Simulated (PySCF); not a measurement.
CH2I, SMILES [CH2]I (connectivity only; charge and spin as stated), charge +1, multiplicity 1. Heavy atoms are numbered as in [CH2:1][I:2]. Hydrogens are named by the atom that carries them.

The structure is a stationary point at PBE-D3(BJ)/def2-TZVP. The spin state was assumed, not searched. The isomer is the one that the SMILES or the coordinates give; other isomers of the formula were not compared. The def2 effective core potentials stand for the cores of I; spin–orbit coupling is left out.

All values below come from M06-2X/def2-TZVPD (PySCF).

Mulliken values depend strongly on the basis, most of all with diffuse functions as here. ESP charges are fitted to the potential on shells at 1.4 to 2.0 van der Waals radii. Atomic charges (e), one atom of each kind:

| atom | ESP fit | Mulliken |
|---|---|---|
| C1 (CH2) | -0.23 | -0.18 |
| I2 | 0.64 | 0.55 |
| H on C1 | 0.30 | 0.31 |
